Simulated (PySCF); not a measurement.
SMILES CC(C)c1ccccc1C(F)(F)F (C10H11F3) (GFN2-xTB optimised geometry):

```
24

C     -2.076    -1.943     1.328
C     -1.314    -1.824     0.005
C     -2.274    -1.852    -1.188
C     -0.488    -0.560     0.000
C     -1.127     0.676     0.011
C     -0.419     1.862     0.012
C      0.965     1.843     0.004
C      1.628     0.632     0.000
C      0.910    -0.560     0.000
C      1.683    -1.850     0.004
F      1.448    -2.610    -1.085
F      1.404    -2.628     1.070
F      3.012    -1.666     0.033
H     -1.379    -1.957     2.164
H     -2.649    -2.867     1.343
H     -2.760    -1.109     1.462
H     -0.666    -2.697    -0.082
H     -1.723    -1.739    -2.118
H     -2.799    -2.803    -1.212
H     -3.012    -1.057    -1.123
H     -2.205     0.710     0.019
H     -0.948     2.803     0.019
H      1.527     2.764     0.003
H      2.706     0.606    -0.002
```

Computed with PySCF 2.14.0 with B3LYP/def2-SVP.

### Question
What are the frontier orbital energies and the dipole moment?

### Answer
HOMO-2 -9.07 eV, HOMO-1 -7.49 eV, HOMO -7.14 eV, LUMO -0.85 eV, LUMO+1 -0.57 eV; dipole moment 2.45 D.

On the same geometry PBE/def2-SVP run with PySCF gives HOMO-2 -7.79 eV, HOMO-1 -6.66 eV, HOMO -6.35 eV, LUMO -1.55 eV, LUMO+1 -1.31 eV; dipole moment 2.21 D.

Meta-Löwdin charges at B3LYP/def2-SVP: C1 -0.28, C2 -0.05, C3 -0.28, C4 0.03, C5 -0.11, C6 -0.09, C7 -0.10, C8 -0.09, C9 -0.05, C10 0.75, F11 -0.27, F12 -0.27, F13 -0.26, H14 0.10, H15 0.09, H16 0.09, H17 0.09, H18 0.10, H19 0.09, H20 0.09, H21 0.10, H22 0.11, H23 0.11, H24 0.12.
